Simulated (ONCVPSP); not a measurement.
**Building the ONCV potential for Cl (LDA (Perdew-Wang 92), scalar-relativistic).**

chlorine, optimised norm-conserving Vanderbilt (ONCV), made with ONCVPSP 4.0.1 (LDA (Perdew-Wang 92), scalar-relativistic). Core [He], reference 2s2 2p6 3s2 3p5. Waves: 2s+3s: rc 0.80 bohr, ncon 4, nbas 8, qcut 15.8 1/bohr, 2 projectors; 2p+3p: rc 0.60 bohr, ncon 4, nbas 7, qcut 22.1 1/bohr, 2 projectors. Local part: polynomial inside 0.55 bohr (lpopt 5, dvloc0 -1 Ha). Core correction: Teter function fitted to the true core (icmod 2), fcfact 0.25.

Task: Does the generator finish with these settings?

Result: Yes, a potential is produced and its reference levels are reproduced.

Task: Estimate the cutoffs (Ha) at which the residual kinetic energy of the hardest occupied pseudo-wave falls to 1 and 0.1 mHa per electron.

Result: 208 Ha and 233 Ha.

Task: Does the potential have ghost states?

Result: No bound ghost flagged; no localised positive-energy state flagged.

Task: Tests: 2s2 2p6 3s2 3p4; 2s2 2p6 3s2 3p3; 2s2 2p6 3s2 3p2; 2s2 2p6 3s1 3p5. Which has the largest error in its energy relative to the reference configuration, and how large is it?

Result: 2s2 2p6 3s2 3p2, with +11 meV (all-electron minus pseudo) on +77.89 eV.
